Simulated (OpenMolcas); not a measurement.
Computed levels of 2s² 2p in ions with 5 electrons, in cm-1 above ²P°_1/2.

| Quantity | Value |
| --- | --- |
| Program | OpenMolcas 26.06 |
| Method | CASSCF |
| Basis | ANO-RCC-VQZP |
| Scalar Hamiltonian | DKH2, point nucleus |
| Spin-orbit coupling | state interaction with AMFI integrals over the reference wave functions, term energies averaged over their components |

Active space for each ion: 1 electron in 3 orbitals (2p).

```json
{"Level": "²P°_3/2", "B": "14.7", "C+": "63.3", "N2+": "175", "F4+": "751", "Ne5+": "1307"}
```

Q: Estimate ²P°_3/2 for O3+ from its neighbours N2+ and F4+.

A: ²P°_3/2 is fine structure, which grows about as the fourth power of a screened charge, so the fourth roots are averaged: ((175^0.25 + 751^0.25) / 2)^4 = 387. The calculation gives 388, so the estimate is off by -0.3 %; the measured value is 386 (Moore, Selected Tables of Atomic Spectra, NSRDS-NBS 3, section 10).

With one active electron the reference holds no correlation, so core polarisation is missing. Computed and measured levels are paired by configuration, term and J; levels that our copy of the source lacks, or whose pairing is in doubt (as where it misses far off the trend of its configuration), stay unpaired and out of the deviations. Only configurations of the active space appear.

° marks odd parity.
